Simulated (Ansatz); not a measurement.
Relaxation of C$_{2}$H$_{8}$AlO (12 atoms, charge 0, multiplicity 2), to a largest force component of 0.03 eV/Å in at most 50 steps.

The calculation used UHF/def2-SVP (Ansatz).

```xyz
12
Properties=species:S:1:pos:R:3
Al 0.052 -0.880 -0.341
H 0.127 0.247 2.182
C 1.759 -0.117 -1.024
H 2.289 -0.933 -1.531
H 1.481 0.596 -1.808
C 2.702 0.550 -0.014
H 3.626 0.890 -0.489
H 2.241 1.425 0.451
H 2.987 -0.132 0.791
O -1.383 -0.120 -0.849
H -2.276 -0.348 -0.672
H -0.075 0.924 2.106
```

Where does it end, and by what steps?

The forces met the threshold. The force dipped under the threshold on the way, but the program's further checks kept it going. After 31 steps the energy has fallen by 0.099 eV; H2 moved furthest, 1.32 Å.

```tsv
step	energy less start (eV)	largest force component (eV/Å)	accepted
0	0.0000	1.481	yes
2	-0.0638	0.143	yes
4	-0.0749	0.439	yes
6	-0.0785	0.033	yes
8	-0.0815	0.064	yes
10	-0.0834	0.069	yes
12	-0.0860	0.090	yes
14	-0.0885	0.186	no
16	-0.0916	0.074	yes
18	-0.0939	0.059	yes
20	-0.0952	0.033	yes
22	-0.0964	0.043	yes
24	-0.0972	0.098	yes
26	-0.0982	0.020	yes
28	-0.0987	0.021	yes
30	-0.0991	0.024	yes
31	-0.0994	0.021	yes
```

```xyz
12
Properties=species:S:1:pos:R:3
Al 0.174 -1.004 -0.424
H -0.210 1.311 2.887
C 1.666 0.190 -0.968
H 1.874 -0.049 -2.019
H 1.257 1.208 -0.982
C 2.960 0.141 -0.149
H 3.716 0.825 -0.542
H 2.789 0.415 0.895
H 3.399 -0.860 -0.148
O -1.332 -0.702 -1.151
H -2.156 -1.147 -1.054
H -0.608 1.774 2.455
```

Whether the end is a true minimum wasn't checked by a vibrational analysis.

The run took 20 s on 2 threads of AMD EPYC 9R45 96-Core Processor (Zen 5), with other jobs on the host, peak memory 0.24 GiB.
